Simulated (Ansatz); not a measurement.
## Relative stability

The two ends of one reaction step of CH$_{4}$ClIn, singlet (PBE0-D4/def2-TZVP).

A:

In1  (-0.510, -0.864, -0.418)
Cl2  (1.095, -2.573, -0.170)
H3  (-1.941, -1.451, -1.143)
C4  (0.230, 0.989, 0.331)
H5  (0.431, 0.879, 1.397)
H6  (1.171, 1.218, -0.172)
H7  (-0.477, 1.803, 0.175)
(Å)

B:

```json
{"atom": "In1", "x (Å)": "-0.0742", "y (Å)": "-0.4749", "z (Å)": "-0.1441"}
{"atom": "Cl2", "x (Å)": "-0.6483", "y (Å)": "-4.1785", "z (Å)": "-1.2702"}
{"atom": "H3", "x (Å)": "-0.4566", "y (Å)": "-2.9394", "z (Å)": "-0.8932"}
{"atom": "C4", "x (Å)": "0.2515", "y (Å)": "1.6202", "z (Å)": "0.4923"}
{"atom": "H5", "x (Å)": "0.3809", "y (Å)": "1.6841", "z (Å)": "1.5776"}
{"atom": "H6", "x (Å)": "1.1470", "y (Å)": "2.0380", "z (Å)": "0.0210"}
{"atom": "H7", "x (Å)": "-0.6001", "y (Å)": "2.2505", "z (Å)": "0.2166"}
```

Computed with Ansatz 0.2.0 (basis: def2-TZVPP); correlated methods freeze the cores. Filled d shells of the heavier atoms are correlated. Core potentials replace the inner electrons of the atoms past krypton. The def2 sets are not built for correlating such inner shells, so the correlated values are less sure here. B3LYP uses VWN-RPA correlation.

**Question.** Which structure is lower at CCSD(T), and by how much? (Judge from chemistry; the value comes from the calculation.)

**Answer.** The calculation gives: A, by 26.50 kcal/mol (electronic energy, against the other). By their contacts, A is CH₄ClIn ([CH3][InH][Cl]) and B is a complex of CH₃In ([CH3][In]) + HCl.

All methods give the same order:

```tsv
method	E(B) − E(A) (kcal/mol)
SPW92	26.32
PBE-D4	22.07
BLYP-D4	18.14
r2SCAN-D4	28.47
B97M-V	29.27
PBE0-D4	25.88
B3LYP-D4	21.73
r2SCAN0-D4	29.48
BHLYP-D4	26.35
CAM-B3LYP-D4	26.08
wB97X-V	30.42
wB97M-V	28.29
B2PLYP	24.21
PBE-QIDH	29.16
RPA on PBE	24.77
HF	30.71
MP2	26.16
CCSD	26.48
CCSD(T)	26.50
```

The T1 diagnostic stays at or below 0.013.

Labels in which every atom is bracketed show which atoms are joined, not bond orders.

For scale, one of the runs: CCSD(T)/def2-TZVPP, 179 basis functions, launched by `ansatz run in.yaml --threads 2 --pin off --events-out ev --progress --plain --max-ram 4352MiB`. Time: 20 s of wall clock on 2 CPU threads of an Intel Xeon 6975P-C; the host was shared. Peak host memory: 1.9 GiB.
